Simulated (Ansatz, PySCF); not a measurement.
Gas-phase reaction (SMILES): [F][In]([Cl])[Cl] + F (HF) -> [F][In]([F])[Cl] + Cl (HCl); hydrogen fluoride cleaves one In-Cl bond, a model of a ligand-exchange step.

Each molecule is optimised on its own at B3LYP-D3(BJ)/def2-TZVP (Ansatz, an electronic-structure program). Valence correlation only, unless marked. No spin-orbit coupling. Frozen are the shells of the preceding noble gas and the d and f shells that filled before the atom's block. Past Kr the def2 sets carry scalar-relativistic core potentials. CBS(X,Y): correlation extrapolated as X^-3; Hartree-Fock from the larger set. Thermal terms are rigid-rotor harmonic-oscillator values from B3LYP-D3(BJ) frequencies (Ansatz or PySCF) at 298.15 K and 1 atm. 1 Eh = 627.5095 kcal/mol.

```
species            E, CCSD(T)/CBS(def2-TZVPPD,def2-QZVPPD) (Ansatz) (Eh)  E, wB97M-V/def2-TZVPD (Ansatz) (Eh)  H - E (Eh)
-----------------  -----------------------------------------------------  -----------------------------------  ----------
[F][In]([Cl])[Cl]                                            -1208.76075                          -1210.46823     0.01057
F (HF)                                                        -100.39266                           -100.46200     0.01259
[F][In]([F])[Cl]                                              -848.75258                           -850.11620     0.01095
Cl (HCl)                                                      -460.37886                           -460.79070     0.01000
```

Q: Work out ΔE and ΔH at 298.15 K at the first level, then ΔH at the second.

A: 
1. ΔE = [(-848.75258) + (-460.37886)] - [(-1208.76075) + (-100.39266)] = 0.02197 Eh = 13.8 kcal/mol at CCSD(T)/CBS(def2-TZVPPD,def2-QZVPPD).
2. The terms H - E add up to -0.00221 Eh, so ΔH = (0.02197 + (-0.00221))×627.5095 = 12.4 kcal/mol.
3. At wB97M-V/def2-TZVPD the same steps give ΔE = 14.6 and ΔH = 13.3 kcal/mol, a shift of +0.9 from the first level.
4. These values are not checked against measurement here, since the tables used lack a sound gas-phase enthalpy of formation for at least one species.
